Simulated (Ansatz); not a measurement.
System: trichloro(ethoxy)germane, C₂H₅Cl₃GeO, net charge 0, singlet state. SMILES: CC[O][Ge]([Cl])([Cl])[Cl]
Coordinates optimised at B3LYP-D3(BJ)/def2-TZVP (Ansatz, an electronic-structure program):
```xyz
12

C     -3.5336    -1.1126    -0.2987
C     -2.0370    -1.1983    -0.4951
O     -1.4430    -0.0381     0.1194
Ge     0.2920     0.1897     0.0813
Cl     0.9997     0.2935    -1.9419
Cl     0.6937     2.0136     1.0995
Cl     1.2932    -1.4420     1.0511
H     -4.0182    -1.9789    -0.7535
H     -3.7804    -1.0940     0.7632
H     -3.9300    -0.2092    -0.7628
H     -1.6349    -2.1038    -0.0314
H     -1.7847    -1.2179    -1.5593
```
Charge 0, spin multiplicity 1.

Wanted: vertical electron affinity (to the doublet state of charge -1; a negative value means that the extra electron is unbound and the number depends on the basis; each state is the SCF solution reached for its spin), in eV. Cores are frozen in the correlated levels unless marked. UHF or UKS for open shells. No spin-orbit coupling. The frozen core is the preceding noble-gas configuration, with the filled d and f shells of earlier blocks. No relativistic terms. Anions need diffuse functions: def2-D sets add few. 

| level | program | vertical electron affinity (eV) |
|---|---|---|
| HF/def2-QZVPPD | Ansatz | -0.88 |
| PBE/def2-TZVPD | Ansatz | 0.50 |
| PBE0/def2-TZVPD | Ansatz | 0.30 |
| wB97M-V/def2-TZVPD | Ansatz | 0.13 |
| B2PLYP/def2-TZVPD | Ansatz | 0.18 |
| CCSD(T)/def2-SVPD | Ansatz | -0.22 |
